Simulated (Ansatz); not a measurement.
Cost and result for the atomization energy of CH$_{5}$BO$_{2}$Si, SMILES `C[SiH]1OB1O` (10 atoms, 10 bonds).

| atom | x (Å) | y (Å) | z (Å) |
| --- | --- | --- | --- |
| C1 | -1.071 | -0.152 | -1.422 |
| Si2 | 0.080 | -0.708 | -0.073 |
| O3 | 1.374 | 0.403 | 0.272 |
| B4 | 0.642 | 0.303 | 1.420 |
| O5 | 0.778 | 0.889 | 2.619 |
| H6 | -1.411 | 0.871 | -1.255 |
| H7 | -1.947 | -0.805 | -1.458 |
| H8 | -0.575 | -0.207 | -2.395 |
| H9 | 0.589 | -2.073 | -0.364 |
| H10 | 1.540 | 1.480 | 2.656 |

The species carries charge 0 and has multiplicity 1. All single points use the PBE0-D4/def2-TZVP geometry. It is one conformer, not always the lowest. Program: Ansatz. All runs use 4 threads of an Arm Neoverse V1 on a shared host. Times are those of one run each, without the atoms' runs, and a repeat can differ threefold. Electronic energies, without spin–orbit coupling; frozen cores. CCSD(T)/CBS adds CCSD(T) − MP2 in def2-TZVPP to the MP2 limit, and its time is that of the two runs behind it. T1 = 0.014. B3LYP takes the VWN-RPA correlation (the form of Gaussian; ORCA's B3LYP/G).

CCSD(T)/CBS is a level of theory with its own doubt, some kJ/mol a heavy atom from the limit and from the frozen cores, so smaller differences don't rank the functionals.

| level | functions | wall time |
| --- | --- | --- |
| PBE-D4/def2-TZVPP (with forces) | 236 | 2.1 s |
| PBE0-D4/def2-TZVPP | 236 | 2.3 s |
| B3LYP-D4/def2-TZVPP (with forces) | 236 | 3.6 s |
| r2SCAN-D4/def2-TZVPP (with forces) | 236 | 3.8 s |
| B2PLYP/def2-TZVPP | 236 | 4.3 s |
| ωB97X-V/def2-TZVPP | 236 | 6.5 s |
| ωB97M-V/def2-TZVPP (with forces) | 236 | 9.5 s |
| MP2/def2-QZVPP | 448 | 17 s |
| CCSD(T)/def2-TZVPP | 236 | 100 s |
| CCSD(T)/CBS(def2) | – | 2 min |

Q: What atomization energy does each give, and how far from CCSD(T)/CBS? (An estimate is asked.)

A: Computed: 
```json
{"level": "PBE-D4/def2-TZVPP (with forces)", "atomization (kJ/mol)": "4087.6", "difference from CCSD(T)/CBS": "87.8", "per bond": "8.8"}
{"level": "PBE0-D4/def2-TZVPP", "atomization (kJ/mol)": "4001.6", "difference from CCSD(T)/CBS": "1.8", "per bond": "0.2"}
{"level": "B3LYP-D4/def2-TZVPP (with forces)", "atomization (kJ/mol)": "3994.3", "difference from CCSD(T)/CBS": "-5.5", "per bond": "-0.6"}
{"level": "r2SCAN-D4/def2-TZVPP (with forces)", "atomization (kJ/mol)": "4031.5", "difference from CCSD(T)/CBS": "31.7", "per bond": "3.2"}
{"level": "B2PLYP/def2-TZVPP", "atomization (kJ/mol)": "3965.3", "difference from CCSD(T)/CBS": "-34.5", "per bond": "-3.5"}
{"level": "ωB97X-V/def2-TZVPP", "atomization (kJ/mol)": "4012.6", "difference from CCSD(T)/CBS": "12.8", "per bond": "1.3"}
{"level": "ωB97M-V/def2-TZVPP (with forces)", "atomization (kJ/mol)": "4021.9", "difference from CCSD(T)/CBS": "22.1", "per bond": "2.2"}
{"level": "MP2/def2-QZVPP", "atomization (kJ/mol)": "4058.8", "difference from CCSD(T)/CBS": "59.0", "per bond": "5.9"}
{"level": "CCSD(T)/def2-TZVPP", "atomization (kJ/mol)": "3893.6", "difference from CCSD(T)/CBS": "-106.2", "per bond": "-10.6"}
{"level": "CCSD(T)/CBS(def2)", "atomization (kJ/mol)": "3999.8", "difference from CCSD(T)/CBS": "0.0", "per bond": "0.0"}
```

In def2-TZVPP, CCSD(T) changes the Hartree–Fock value by +977.1 kJ/mol (the triples alone add +64.4 kJ/mol) and MP2 by +1078.9 kJ/mol; breaking electron pairs costs correlation energy, which Hartree–Fock lacks. The D4 term adds +28.8 kJ/mol with B3LYP and +15.0 kJ/mol with PBE0; it sums over pairs of atoms, weighted by their polarisabilities, and B3LYP, whose exchange is more repulsive, gets the larger term. From PBE to PBE0 (25 % exact exchange), in def2-TZVPP and without D4, the atomization energy moves by −83.1 kJ/mol: exact exchange takes away binding that semilocal exchange gives to molecules.
